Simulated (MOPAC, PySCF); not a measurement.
H$_{3}$AlBr$_{2}$Si, SMILES `[SiH3][Al]([Br])[Br]`, neutral singlet in the gas phase. 

Cartesian coordinates (Å):
SMILES: [SiH3][Al]([Br])[Br]
```xyz
7

Si    -1.1605    -0.0456    -0.0381
Al     1.2728     0.0563     0.0171
Br     2.5187    -1.8299     0.0964
Br     2.3751     2.0311     0.0305
H     -1.6114    -1.2241    -0.8164
H     -1.7248     1.1857    -0.6397
H     -1.6699    -0.1735     1.3503
```
Charge 0, multiplicity 1.

All levels are single points at this geometry (B3LYP-D3(BJ)/def2-TZVP); Pople sets use spherical d functions. Orbital energies aren't observables, and empty levels follow the basis.

```
level                                     HOMO (eV)  LUMO (eV)  gap (eV)  dipole (D)  vertical IE, Delta-SCF (eV)
----------------------------------------  ---------  ---------  --------  ----------  ---------------------------
M06-2X/def2-TZVP in PySCF                     -9.10      -1.35      7.75        1.57                        10.08
PBE-D3(BJ)/def2-TZVP in PySCF                 -7.00      -2.75      4.25        1.34                         9.54
B3LYP/6-311+G** (LANL2DZ on Br) in PySCF      -7.98      -2.24      5.73        1.90                            –
B3LYP/6-31G* in PySCF                         -7.87      -2.13      5.75        1.66                         9.87
BP86/6-31G* in PySCF                          -7.09      -2.78      4.32        1.59                            –
M06-2X/6-31G* in PySCF                        -9.15      -1.37      7.78        1.87                            –
PBE/6-31G* in PySCF                           -6.99      -2.70      4.29        1.58                         9.57
SVWN5/6-31G* in PySCF                         -7.09      -2.88      4.21        1.70                            –
HF/3-21G in PySCF                            -10.54       0.60     11.14        2.09                            –
AM1 in MOPAC                                 -10.25      -2.27      7.98        1.87                            –
PM3 in MOPAC                                 -10.05      -3.92      6.13        4.30                            –
PM6 in MOPAC                                 -10.32      -0.95      9.37        2.50                            –
PM7 in MOPAC                                 -10.21      -2.37      7.84        1.18                            –
```
